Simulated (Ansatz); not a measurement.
Reaction (cleavage of the Si–Si bond): `CO[SiH]([SiH3])S` + `NCF` → `FCN[SiH3]` + `CO[SiH2]S`

Calculated with Ansatz (gas phase, PBE0-D4/def2-TZVP geometries, no zero-point term in ΔE). CBS: MP2 limit from def2 TZ/QZ plus the TZ coupled-cluster correction, frozen cores. This one scheme is used for every species. DFT in def2-TZVPP. B3LYP here is the variant with VWN-RPA as its local correlation; programs differ in this. HSE06 is defined as in plane-wave codes. Each species was taken in one conformer, which may not be the lowest.

| level | ΔE (kcal/mol) |
| --- | --- |
| B3LYP-D4 | -6.6 |
| HSE06-D4 | -3.9 |
| BHLYP-D4 | -8.3 |
| CAM-B3LYP-D4 | -8.3 |
| PBE-QIDH | -7.0 |
| HSE06 | -4.6 |
| MP2/def2-SVP | -8.4 |
| MP2/def2-TZVPP | -9.3 |

(1) What does CCSD(T)/CBS give? (An estimate is asked.)

(2) What do rigid-rotor, harmonic-oscillator terms from PBE0-D4/def2-TZVP frequencies (298.15 K, 1 bar) make of the CCSD(T)/CBS value? (Best estimate.)

Largest T1 diagnostic among the species: 0.012.

Answers

(1) Computed: -7.6 kcal/mol. The listed levels differ from it by 1.0, 3.7, -0.7, -0.7, 0.6, 3.0, -0.8, -1.7 kcal/mol.

(2) Ansatz gave: ΔZPE = -1.4 kcal/mol, ΔH = -9.3 kcal/mol, ΔS = 3 J/(mol·K), ΔG = -9.5 kcal/mol.

In def2-TZVPP, CCSD(T) changes the Hartree–Fock value by +4.3 kcal/mol (the triples alone add +0.7 kcal/mol) and MP2 by +2.8 kcal/mol. Leaving LDA and LC-ωPBE aside and taking each functional with its dispersion term where it has one, the values, not all of them listed here, spread over 6.1 kcal/mol, from B2PLYP to PBE-D4. The D4 term adds +1.1 kcal/mol with B3LYP and +0.7 kcal/mol with PBE0; it sums over pairs of atoms, weighted by their polarisabilities, and B3LYP, whose exchange is more repulsive, gets the larger term.
